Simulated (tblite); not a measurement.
Adipoyl chloride, C₆H₈Cl₂O₂.
Atom-mapped SMILES: `[O:1]=[C:2]([Cl:3])[CH2:4][CH2:5][CH2:6][CH2:7][C:8](=[O:9])[Cl:10]` (hydrogens: H11, H12 on C4; H13, H14 on C5; H15, H16 on C6; H17, H18 on C7)

The geometry is computed with GFN2-xTB (gas phase).

Q: List the bond lengths, angles and torsions at this level.

A: 
```
                   bond  length (Å)
           O1=C2, C8=O9       1.186
        C2–Cl3, C8–Cl10       1.766
           C2–C4, C7–C8       1.492
           C4–C5, C6–C7       1.531
                  C5–C6       1.530
C4–H11 and 3 like bonds       1.092
C5–H13 and 3 like bonds       1.091
```

Bonds in one row agree within 0.01 Å and their mean is given. A selection of angles:
```
    angle  degrees
O1–C2–Cl3    119.7
 O1–C2–C4    128.6
Cl3–C2–C4    111.7
 C2–C4–C5    112.9
 C4–C5–C6    114.1
```

Dihedral angles: O1–C2–C4–C5 -6° (synperiplanar); C2–C4–C5–C6 -85° (synclinal); C4–C5–C6–C7 68° (synclinal); C5–C6–C7–C8 -85° (synclinal); C6–C7–C8–O9 -6° (synperiplanar). The mirror-image conformer, all signs reversed, is as good.

Of the pairs four or more bonds apart, C2···C8 is among the closest relative to their van der Waals radii: 3.02 Å, 89 % of the sum of Bondi's values. The 5 C–C bonds span 1.492 Å (C2–C4, drawn single) to 1.531 Å (C6–C7, drawn single), a spread of 0.039 Å.

Point group: C2 (tolerance 0.08 Å). Its GFN2-xTB frequencies are all real (lowest 26 cm⁻¹). One conformer, not necessarily the lowest. 3 starts were optimised and ended at 0.00, 1.65 and 2.74 kcal/mol (GFN2-xTB); the lowest of these is shown.
